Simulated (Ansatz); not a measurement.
Gas-phase electronic energies from Ansatz, PBE0-D4/def2-TZVP geometries. CBS: MP2 limit from def2 TZ/QZ plus the TZ coupled-cluster correction, frozen cores. DFT in def2-TZVPP. B3LYP here is the variant with VWN-RPA as its local correlation; programs differ in this. Each species was taken in one conformer, which may not be the lowest.

Consider the ligand exchange at the Si–O bond: `OC(O)O[SiH3]` + `OP[SiH3]` → `OP([SiH3])[SiH3]` + `OC(O)O`.

`OC(O)O[SiH3]`:

Cartesian coordinates in Å:
```
O 1.128 1.126 -0.332
C -0.211 0.876 -0.527
O -0.511 1.045 -1.868
O -0.578 -0.425 -0.166
Si 0.028 -1.171 1.186
H 1.602 0.724 -1.070
H -0.751 1.591 0.108
H -1.248 0.463 -2.073
H -0.050 -0.264 2.361
H 1.432 -1.612 0.995
H -0.841 -2.353 1.386
```

`OP[SiH3]`:

Cartesian coordinates in Å:
```
O 1.383 -0.982 0.826
P -0.237 -1.103 0.453
Si -0.564 0.971 -0.384
H 1.557 -1.470 1.634
H -0.137 -1.684 -0.846
H -1.872 0.938 -1.094
H 0.509 1.386 -1.325
H -0.638 1.945 0.736
```

`OP([SiH3])[SiH3]`:

Z-matrix (Å, degrees):
```
Si
P 1 2.255
H 1 1.488 2 106.7
H 1 1.487 2 112.9 3 -120.6
H 1 1.486 2 109.0 3 118.0
Si 2 2.256 1 96.1 3 68.4
O 2 1.679 1 99.8 3 169.5
H 6 1.486 2 108.9 1 172.7
H 6 1.487 2 113.0 1 51.3
H 6 1.488 2 106.7 1 -69.3
H 7 0.961 2 109.0 1 131.3
```

`OC(O)O`:

```xyz
8

O    -0.679   -0.216   -1.199
C    -0.277    0.147    0.064
O     0.572    1.237   -0.017
O     0.442   -0.861    0.722
H     0.118   -0.269   -1.742
H    -1.199    0.384    0.612
H     1.157    1.205    0.747
H    -0.134   -1.626    0.814
```

```
        level  ΔE (kJ/mol)
      ωB97M-V         68.3
       B2PLYP         72.3
        B3LYP         70.8
HF/def2-TZVPP         91.4
```

Q: What does CCSD(T)/CBS give? (An estimate is asked.)

A: Ansatz gave: +66.5 kJ/mol. The listed levels differ from it by 1.8, 5.8, 4.3, 24.9 kJ/mol.

Largest T1 diagnostic among the species: 0.014.

From PBE to PBE0 (25 % exact exchange), in def2-TZVPP and without D4, ΔE moves by +5.9 kJ/mol. In def2-TZVPP, CCSD(T) changes the Hartree–Fock value by −22.4 kJ/mol (the triples alone add −3.8 kJ/mol) and MP2 by −20.7 kJ/mol. The D4 term adds −4.8 kJ/mol with B3LYP and −2.6 kJ/mol with PBE0; it sums over pairs of atoms, weighted by their polarisabilities, and B3LYP, whose exchange is more repulsive, gets the larger term.
